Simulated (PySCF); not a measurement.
input.py for AlIn

File input.py (PySCF 2.14):

```python
from pyscf import gto, scf, mp

mol = gto.M(
    atom='Al 0 0 0; In 0 0 2.751',
    basis='def2-svpd',
    ecp={'In': 'def2-svpd'},
    charge=0,
    spin=2,
    verbose=4,
)
mf = scf.UHF(mol)
mf.kernel()
mp.MP2(mf, frozen=9).kernel()
mf.dip_moment()
print('orbital energies (hartree):', [e[max(0, n-3):n+3].round(4) for e, n in zip(mf.mo_energy, mol.nelec)])
```

```bash
$ python input.py
```

It prints (some set-up lines and the per-cycle HOMO/LUMO lines with their warnings removed):

```
PySCF version 2.14.0

[INPUT] Symbol           X                Y                Z      unit          X                Y                Z       unit  Magmom
[INPUT]  1 Al     0.000000000000   0.000000000000   0.000000000000 AA    0.000000000000   0.000000000000   0.000000000000 Bohr   0.0
[INPUT]  2 In     0.000000000000   0.000000000000   2.751000000000 AA    0.000000000000   0.000000000000   5.198636568678 Bohr   0.0

nuclear repulsion = 52.5137690225954
number of shells = 22
number of NR pGTOs = 109
number of NR cGTOs = 56
basis = def2-svpd
ecp = {'In': 'def2-svpd'}

******** <class 'pyscf.scf.uhf.UHF'> ********
method = UHF
initial guess = minao
damping factor = 0
level_shift factor = 0
DIIS = <class 'pyscf.scf.diis.CDIIS'>
SCF conv_tol = 1e-09
SCF max_cycles = 50
number electrons alpha = 18  beta = 16
init E= -409.47076428926

cycle= 1 E= -430.230672268286  delta_E= -20.8  |g|=    1  |ddm|= 8.62
cycle= 2 E= -430.26548335476  delta_E= -0.0348  |g|= 0.853  |ddm|= 3.43
cycle= 3 E= -430.958264602381  delta_E= -0.693  |g|= 0.153  |ddm|= 1.77
cycle= 4 E= -431.000049827411  delta_E= -0.0418  |g|= 0.0541  |ddm|= 0.481
cycle= 5 E= -431.005506618238  delta_E= -0.00546  |g|= 0.0207  |ddm|= 0.159
cycle= 6 E= -431.007101600196  delta_E= -0.00159  |g|= 0.00981  |ddm|= 0.115
cycle= 7 E= -431.007638042038  delta_E= -0.000536  |g|= 0.0065  |ddm|= 0.062
cycle= 8 E= -431.008037606717  delta_E= -0.0004  |g|= 0.00284  |ddm|= 0.0793
cycle= 9 E= -431.008110359041  delta_E= -7.28e-05  |g|= 0.00155  |ddm|= 0.0379
cycle= 10 E= -431.008128991178  delta_E= -1.86e-05  |g|= 0.00148  |ddm|= 0.0105
cycle= 11 E= -431.008158892439  delta_E= -2.99e-05  |g|= 0.00139  |ddm|= 0.0159
cycle= 12 E= -431.008288118159  delta_E= -0.000129  |g|= 0.000883  |ddm|= 0.0863
cycle= 13 E= -431.008332001322  delta_E= -4.39e-05  |g|= 0.000298  |ddm|= 0.0694
cycle= 14 E= -431.008331736275  delta_E= 2.65e-07  |g|= 0.00015  |ddm|= 0.00512
cycle= 15 E= -431.008332289083  delta_E= -5.53e-07  |g|= 0.000124  |ddm|= 0.0147
cycle= 16 E= -431.008332522515  delta_E= -2.33e-07  |g|= 2.78e-05  |ddm|= 0.00647
cycle= 17 E= -431.008332541786  delta_E= -1.93e-08  |g|= 5.05e-06  |ddm|= 0.0015
cycle= 18 E= -431.00833254176  delta_E= 2.6e-11  |g|= 3.41e-06  |ddm|= 0.000177
Extra cycle  E= -431.008332541809  delta_E= -4.91e-11  |g|= 2.46e-06  |ddm|= 1.26e-05
converged SCF energy = -431.008332541809  <S^2> = 2.1015475  2S+1 = 3.0669512

******** <class 'pyscf.mp.ump2.UMP2'> ********
nocc = (np.int64(9), np.int64(7)), nmo = (47, 47)
frozen orbitals 9
E(UMP2) = -431.115472330442  E_corr = -0.107139788632159
E(SCS-UMP2) = -431.112073289773  E_corr = -0.103740747963709
E_corr(same-spin) = -0.0286465366094791
E_corr(oppo-spin) = -0.0784932520226799
Dipole moment(X, Y, Z, Debye): -0.00000, -0.00000,  0.62296
orbital energies (hartree): [array([-0.3516, -0.2204, -0.2204, -0.019 ,  0.0253,  0.0253]), array([-1.0176, -0.4329, -0.3243, -0.0113,  0.0263,  0.0263])]
```

In short: E(SCF) = -431.008333 Eh, E(MP2) − E(SCF) = -0.10714 Eh, ⟨S²⟩ = 2.102, μz(SCF) = 0.62 D.

Wall time 2.1 s on one thread of a shared host.

The bond length is a typed value, not an optimised one. No search for the lowest solution was made.
